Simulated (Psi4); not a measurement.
A dimer, CH2O ··· H6Si2 (SMILES C=O and [SiH3][SiH3]), singlet; the first 4 atoms form monomer A.

```
12

C     -0.0054     0.0011     0.0019
O      1.0970    -0.2311    -0.4080
H     -0.6576    -0.7923     0.4165
H     -0.4340     1.0222    -0.0104
Si     1.3387    -3.0840    -2.0001
Si     2.0990    -2.8998     0.2098
H      0.2707    -4.1091    -2.0931
H      2.4530    -3.4780    -2.8964
H      0.7919    -1.7864    -2.4660
H      0.9848    -2.5058     1.1061
H      3.1671    -1.8748     0.3027
H      2.6458    -4.1975     0.6758
```

Problem. What interaction energy does SAPT0/jun-cc-pVDZ, frozen core (Psi4) give, and which attractive term is the largest?

Solution. Total -0.20 kcal/mol: electrostatics -6.77, exchange 12.06, induction -1.89, dispersion -3.60. The most attractive term is electrostatics.
